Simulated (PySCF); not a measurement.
## V+ (vanadium, charge +1) across methods

[Ar] 3d3 4p1, one real determinant (an excited configuration). All numbers are calculated (PySCF 2.14, no relativity, point nucleus, in aug-cc-pwCVTZ (10s9p7d4f3g, 127 functions)).

```tsv
method	E (hartree)	mean ε 3p β (eV)	mean ε 3d α (eV)	mean ε 4p α (eV)	Σ⟨r²⟩ (bohr²)	⟨S²⟩
BLYP	-943.539	-50.507	-14.947	-7.875	32.48	6.001
M06-2X	-943.468	-56.091	-18.951	-9.099	32.56	6.001
PBE0	-943.310	-53.360	-17.156	-8.582	32.61	6.001
PW91	-943.545	-50.745	-15.178	-8.107	32.42	6.000
r2SCAN	-943.483	-51.391	-15.555	-8.095	32.36	6.001
UHF	-942.54355	-60.093	-22.873	-9.730	33.80	6.003
LDA	-941.333	-50.784	-15.147	-8.090	32.26	6.000
```

Task: Estimate the same row for PBE.

Result: E (hartree) = -943.269; mean ε 3p β (eV) = -50.674; mean ε 3d α (eV) = -15.094; mean ε 4p α (eV) = -8.069; Σ⟨r²⟩ (bohr²) = 32.48; ⟨S²⟩ = 6.000.

⟨L²⟩ = 14.01 against 20 for a pure G term, so this real determinant mixes terms.
